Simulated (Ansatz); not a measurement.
Counterpoise correction, worked out

The pair of Br⁻ (SMILES [Br-], atom 1) and H₂Te (SMILES [TeH2], atoms 2–4), both closed shells, in one local arrangement (a lower one may exist), relaxed at PBE0-D4/def2-TZVPD:

Br1  (0.239, 1.635, -2.220)
Te2  (-0.044, 0.258, 0.640)
H3  (-0.005, -1.050, -0.365)
H4  (-0.189, -0.842, 1.945)
(Å)

Program: Ansatz 0.2.0. Basis: def2-TZVPPD. Cores are frozen in the correlated methods. Filled d shells of the heavier atoms are correlated. Core potentials replace the inner electrons of the atoms past krypton. The def2 sets are not built for correlating such inner shells, so the correlated values are less sure here.

CCSD(T) total energies in eV:

| system | geometry | basis functions | energy |
| --- | --- | --- | --- |
| pair | pair | all | -77319.36761 |
| Br⁻ | as in the pair | all (partner as ghosts) | -70009.11539 |
| H₂Te | as in the pair | all (partner as ghosts) | -7309.84579 |
| Br⁻ | as in the pair | its own | -70009.07907 |
| H₂Te | as in the pair | its own | -7309.82660 |
| Br⁻ | free (PBE0-D4 minimum) | its own | -70009.07907 |
| H₂Te | free (PBE0-D4 minimum) | its own | -7309.86386 |

Problem. Work out the interaction energy with and without the counterpoise correction, the superposition error, and the binding energy from the relaxed fragments.

Solution. Without correction: -77319.36761 − (-70009.07907) − (-7309.82660) = -0.46194 eV.
With correction (each fragment in the whole basis): -77319.36761 − (-70009.11539) − (-7309.84579) = -0.40643 eV = -9.37 kcal/mol.
The superposition error is the difference, 0.05551 eV, 12 % of the uncorrected value: each fragment borrows its partner's functions.
Deformation from the free shapes: 0.00000 eV for Br⁻ and 0.03726 eV for H₂Te.
Binding energy from relaxed fragments: -0.40643 + 0.00000 + 0.03726 = -0.36917 eV = -8.51 kcal/mol (electronic, without zero-point energy; negative means bound). For comparison, the corrected interaction energy by CCSD(T) at an estimated basis limit (MP2 extrapolated from triple and quadruple zeta, plus CCSD(T) − MP2 in triple zeta) is -0.509 eV; triple zeta with the correction binds less.

T1 diagnostic: at most 0.011.

For scale, one of the runs: CCSD(T)/def2-TZVPPD, 150 basis functions, launched by `ansatz run in.yaml --threads 2 --pin off --events-out ev --progress --plain --max-ram 5222MiB`. Time: 9.5 s of wall clock on 2 CPU threads of an Intel Xeon 6975P-C; the host was shared. Peak host memory: 0.86 GiB.
